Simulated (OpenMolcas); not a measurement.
V2+: effect of the metal basis

V2+ with its 6 nearest chloride ions at 2.645 Å, on the Na site of NaCl (a = 5.64056 Å, distance in the model lattice 2.820 Å). The rest of the host is ab initio model potentials to 7.6 Å and point charges beyond; the distance is set by hand and nothing relaxes, and no local charge compensation is placed.

```json
{
  "Program": "OpenMolcas",
  "Method": "CASSCF",
  "Spin-orbit coupling": "state interaction with AMFI integrals over the reference wave functions"
}
```

Fixed: ligand basis ANO-RCC-VDZP, active space 3 electrons in 5 orbitals (3d), DKH2 Hamiltonian.

States (labels of O, the rotations of Oh). Energies in cm-1 above the lowest state or level, χT in cm3 K/mol; 10Dq and B are least-squares fits to the states below 45000 cm-1, weighted by degeneracy, with a free offset, and given where the rms deviation is under 5 % of |10Dq| (or 100 cm-1) and under 700 cm-1.

```
Run   Metal basis  Ground state  First state of that spin  10Dq  B (rms of fit)  First gap with spin-orbit (degeneracies)  χT at 300 K  First state of another spin                     Cost
  A  ANO-RCC-VDZP           4A2                  4T2 5877  6062        898 (96)                               5811 (4, 2)        1.839                     2E 15881  roughly 30 core-seconds
  B  ANO-RCC-VTZP           4A2                  4T2 5741  5936       902 (104)                               5675 (4, 2)        1.839                     2E 15973  roughly 50 core-seconds
```

Against A, |10Dq| changes by -2.1 % in B.

Costs are those of the RASSCF and RASSI steps.

Without dynamic correlation the repulsion within the d shell is too large (B by tens of per cent), so at a given field states of lower spin stand too high. Ligand-to-metal charge-transfer states are missing. With no ligand orbital active B as a rule stays too high, so bands that hang on it stand too high and its fall with covalency is understated. With metal d orbitals alone and no dynamic correlation the field as a rule comes out too small, by tens of per cent, by up to half for chloride and softer ligands. No measured value stands beside these numbers; the geometry was set by hand and not optimised.
